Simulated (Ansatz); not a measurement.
`[F][Al]([F])[O][SiH3]` + `CBN[SiH3]` → `CBN([SiH3])[SiH3]` + `[OH][Al]([F])[F]`  (ligand exchange at the Si–O bond)

Isolated molecules relaxed with PBE0-D4/def2-TZVP in Ansatz; ΔE leaves out vibrations. CCSD(T)/CBS adds triple-zeta CCSD(T) − MP2 to the extrapolated MP2 energy (def2 sets, frozen cores). DFT in def2-TZVPP. One conformer a species, not always the lowest.

CCSD(T)/CBS gives +68.2 kJ/mol.

Another level gave +74.1 kJ/mol. Which?
A. LDA (SPW92)/def2-TZVPP
B. B97M-V/def2-TZVPP
C. BHLYP-D4/def2-TZVPP
D. MP2/def2-TZVPP

B. B97M-V 74.1, MP2/def2-TZVPP 66.9, BHLYP-D4 78.1, LDA (SPW92) 59.3 kJ/mol.

Largest T1 diagnostic among the species: 0.013.

The D4 term adds −8.7 kJ/mol with B3LYP and −4.7 kJ/mol with PBE0; it sums over pairs of atoms, weighted by their polarisabilities, and B3LYP, whose exchange is more repulsive, gets the larger term. From PBE to PBE0 (25 % exact exchange), in def2-TZVPP and without D4, ΔE moves by +3.9 kJ/mol. Leaving LDA and LC-ωPBE aside and taking each functional with its dispersion term where it has one, the values, not all of them listed here, spread over 21.7 kJ/mol, from revPBE-D4 to BHLYP-D4. LDA lies −6.5 kJ/mol from PBE without D4.

B3LYP here is the variant with VWN-RPA as its local correlation; programs differ in this.
